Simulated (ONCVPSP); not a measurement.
**Before and after: ONCV potential for carbon**

```json
{"Element": "C (Z = 6)", "Generator": "ONCVPSP 4.0.1", "Type": "optimised norm-conserving Vanderbilt (ONCV)", "Functional": "PW91", "Relativity": "scalar-relativistic", "Frozen core": "[He]", "Valence charge": "4", "Reference configuration": "2s2 2p1 (charge +1)", "Partial waves": "2s: rc 1.15 bohr, ncon 3, nbas 6, qcut 6.6 1/bohr, 2 projectors, debl 2.6 Ha; 2p: rc 2.65 bohr, ncon 4, nbas 7, qcut 5.5 1/bohr, 2 projectors, debl 2.8 Ha; d scattering state at 0.32 Ha: rc 2.50 bohr, ncon 4, nbas 8, qcut 4.3 1/bohr, 1 projector", "Local potential": "polynomial inside 1.00 bohr (lpopt 3, dvloc0 2 Ha)", "Core correction": "Teter function, fcfact 6, rcfact 1.3"}
```

Change: p: qcut 3.7.

Cutoffs: the cutoffs (Ha) at which the residual kinetic energy of the hardest occupied pseudo-wave falls to 1 and 0.1 mHa per electron; they do not see the model core or the augmentation charge, which bear on the density cutoff. Errors are all-electron minus pseudo energies relative to the spin-unpolarised reference configuration.

**Question.** Predict the effect on cutoff, ghosts and configuration errors.

**Answer.** The potential gets neither clearly harder nor softer (18 Ha and 34 Ha → 18 Ha and 34 Ha); of the 4 tests that both files solve, the error grows in 4 and shrinks in 0 by more than 15 % and 0.3 meV (median size 221.1 → 382.6 meV); neither file shows a bound ghost.

| quantity | base | changed |
| --- | --- | --- |
| cutoff, loose | 18 Ha | 18 Ha |
| cutoff, tight | 34 Ha | 34 Ha |
| loose cutoff by channel | s 18 Ha, p 9.9 Ha | s 18 Ha, p 9.1 Ha |
| bound ghosts | none | none |
| GHOST(+) flags under 300 eV | none | none |
| error for 2s2 2p2, meV [ΔE -10.93 eV] | +105 | +194 |
| error for 2s2 2p0, meV [ΔE 24.23 eV] | +337 | +571 |
| error for 2s1 2p0, meV [ΔE 72.49 eV] | +857 | +1391 |
| error for 2s1 2p2, meV [ΔE 8.74 eV] | -11 | -30 |
| s: phases at 1.16 bohr within 0.05 rad from the reference energy up to (Ha; the scan ends near 5) | to the end of the scan | to the end of the scan |
| p: phases at 2.69 bohr within 0.05 rad from the reference energy up to (Ha; the scan ends near 5) | 0.1 | -0.0 |
| d: phases at 2.53 bohr within 0.05 rad from the reference energy up to (Ha; the scan ends near 5) | 2.0 | 2.0 |
| rms error of d²Exc/dni dnj with the model core, mHa | 2.67 | 1.55 |
